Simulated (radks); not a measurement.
Effect of the nuclear size on the osmium ion Os3+, [Xe] 4f14 5d5. Calculated with a radial shooting solver on a logarithmic mesh with Libxc functionals: Dirac Kohn-Sham, exchange-only LDA, spin-unpolarised, spherical densities, finite nucleus; open shells fill j = l - 1/2 first; Fermi nuclear charge, rms radius 5.4126 fm. The rms radius is varied about that value; shifts are against it.

\begin{tabular}{lrrrrrrrrr}
rms radius (fm) & total energy shift (eV) & density at nucleus (e/bohr^3) & 1s1/2 shift (meV) & 2s1/2 shift (meV) & 5s1/2 shift (meV) & 5p1/2 shift (meV) & 5d5/2 shift (meV) & 6s1/2 (empty) shift (meV) & 6p1/2 (empty) shift (meV) \\ \hline
4.395 & -25.0 & 1.801e+06 & -10100 & -1450 & -15.1 & -0.065 & 0.233 & -2.38 & -0.077 \\
4.8768 & -13.6 & 1.733e+06 & -5470 & -786 & -8.19 & -0.036 & 0.126 & -1.29 & -0.042 \\
5.4126 & 0 & 1.668e+06 & 0.000 & 0.000 & 0.000 & 0.000 & 0.000 & 0.000 & 0.000 \\
5.8943 & 12.9 & 1.617e+06 & 5230 & 750 & 7.82 & 0.035 & -0.121 & 1.23 & 0.040 \\
6.376 & 26.6 & 1.571e+06 & 10700 & 1540 & 16.1 & 0.073 & -0.248 & 2.53 & 0.082 \\
\end{tabular}

Slopes of the eigenvalues against <r^2> in GHz/fm^2, as finite differences over the two radii next to the reference (eigenvalue slopes, not the field-shift constants of lines): 1s1/2 236000, 2s1/2 33900, 5s1/2 353, 5p1/2 1.56, 5d5/2 -5.45, 6s1/2 (empty) 55.7, 6p1/2 (empty) 1.80.
